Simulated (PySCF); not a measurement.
C5H9NO.
Numbering: `[CH3:1][C:2](=[O:3])[NH:4][CH:5]1[CH2:6][CH2:7]1` (hydrogens: H8, H9, H10 on C1; H11 on N4; H12 on C5; H13, H14 on C6; H15, H16 on C7)

Geometry (PBE0-D3(BJ)/def2-SVP, Å), atoms numbered from 1 in this order:
```
atom  x, y, z in Å
C1     2.7206    0.0649    0.2461
C2     1.4416    0.5368   -0.4114
O3     1.4251    1.3663   -1.2987
N4     0.3074   -0.0440    0.0767
C5    -0.9860    0.2840   -0.4228
C6    -2.1637    0.3867    0.4958
C7    -2.0664   -0.7491   -0.4903
H8     2.8321   -1.0271    0.1604
H9     3.5669    0.5555   -0.2474
H10    2.7276    0.3236    1.3164
H11    0.3841   -0.7254    0.8200
H12   -0.8954    1.0046   -1.2390
H13   -2.8943    1.1807    0.3196
H14   -2.0028    0.1548    1.5532
H15   -1.8411   -1.7447   -0.0950
H16   -2.7290   -0.7559   -1.3599
```

All values: PBE0/pcSseg-1 and wB97X-D/def2-SVPD (PySCF, non-relativistic), on one gas-phase PBE0-D3(BJ)/def2-SVP geometry that isn't relaxed in the solvent. The solvent is an IEF-PCM continuum (cavity from Bondi-type radii × 1.2). The model holds no explicit solvent molecules, cavitation or dispersion.

Gas phase at PBE0/pcSseg-1: HOMO -6.84 eV, LUMO 0.84 eV, dipole 3.75 D.

What does the continuum do to the energy, the frontier levels and the dipole at PBE0/pcSseg-1 in benzene and chloroform?

```
   solvent      ε  E(solvent) − E(gas) (kJ/mol)  polarisation term (kJ/mol)  distortion of the solute (kJ/mol)  HOMO (eV)  LUMO (eV)  dipole (D)
   benzene  2.271                        -16.17                      -17.65                               1.48      -6.81       0.83        4.31
chloroform  4.711                        -26.10                      -30.08                               3.98      -6.81       0.81        4.68
```

Polarisation term: ½ Σ q·V over the induced surface charges. Distortion: the rise of the solute's own energy as its density leaves the gas-phase optimum. From benzene to chloroform the lowering changes by a factor 1.61, Onsager's factor (ε − 1)/(2ε + 1) by 1.55 and ε itself by 2.1.

Which radius a makes the point-dipole formula ΔE = −[(ε − 1)/(2ε + 1)]·μ²/a³ give the value in chloroform, with the gas-phase dipole?

μ = 1.477 au and |ΔE| = 0.00994 Eh give a = 2.26 Å; the farthest nucleus lies 3.62 Å from the centroid of the nuclei, so such a sphere wouldn't even hold the nuclei. The formula assumes a rigid point dipole at the centre of a sphere.

Give the dipole vector in the frame of the coordinates (D, pointing from negative to positive charge), gas and chloroform.

Gas (-0.84, -2.54, 2.63), solvent (-1.03, -3.17, 3.29). Its length changes by +25 % and its direction by less than 1°.

Which Mulliken charges (PBE0/pcSseg-1) respond most in benzene (means over atoms taken as equivalent)?

```
    atoms                   environment  gas (e)  solvent (e)  change
       O3                  amide oxygen   -0.437       -0.469  -0.032
      H11            amide N–H hydrogen   +0.187       +0.203  +0.016
       C5  sp3 carbon bound to nitrogen   -0.040       -0.049  -0.009
  H14/H15            methylene hydrogen   +0.126       +0.133  +0.007
       N4                amide nitrogen   -0.470       -0.464  +0.006
       C2         amide carbonyl carbon   +0.370       +0.365  -0.005
    C6/C7    three-membered-ring carbon   -0.210       -0.215  -0.005
H8/H9/H10               methyl hydrogen   +0.139       +0.144  +0.005
```

How do the nuclear quadrupole coupling constants eQVzz/h respond in benzene?

| nucleus | Q (barn) | gas (MHz) | solvent (MHz) | η gas | η solvent |
| --- | --- | --- | --- | --- | --- |
| 17O at O3 | -0.0256 | 9.83 | 9.62 | 0.02 | 0.07 |
| 14N at N4 | 0.02044 | -4.92 | -4.74 | 0.10 | 0.10 |

Gas phase at wB97X-D/def2-SVPD: HOMO -8.77 eV, LUMO 2.12 eV, dipole 3.87 D.

What does the continuum do to the energy, the frontier levels and the dipole at wB97X-D/def2-SVPD in benzene and chloroform?

```csv
solvent,ε,E(solvent) − E(gas) (kJ/mol),polarisation term (kJ/mol),distortion of the solute (kJ/mol),HOMO (eV),LUMO (eV),dipole (D)
benzene,2.271,-16.49,-18.20,1.71,-8.74,2.32,4.49
chloroform,4.711,-26.74,-31.43,4.69,-8.73,2.39,4.92
```

The atom shares or the degeneracy of the LUMO differ from the gas phase in chloroform, so that column needn't follow one orbital.

How does the static polarisability (wB97X-D/def2-SVPD, frozen core, with the continuum's full static response) change?

| medium | isotropic (au) | principal values (au) | ⟨r²⟩ of the electrons (bohr²) |
| --- | --- | --- | --- |
| gas | 71.1 | 58.9, 66.9, 87.6 | 938.7 |
| benzene | 80.4 | 66.8, 76.4, 98.1 | 938.6 |
| chloroform | 86.8 | 72.7, 83.0, 104.6 | 938.5 |

The isotropic value in chloroform is 1.22 times the gas-phase one; no cavity-field correction is applied. ⟨r²⟩ is taken about the centre of nuclear charge.

Time: 20 s. Hardware: one thread, Arm Neoverse V1, on a shared host. This is the whole shielding run at PBE0/pcSseg-1 in chloroform, SCF included.

The pairwise dispersion term of wB97X-D wasn't added to the energies; at a given geometry it leaves orbitals and properties as they are.
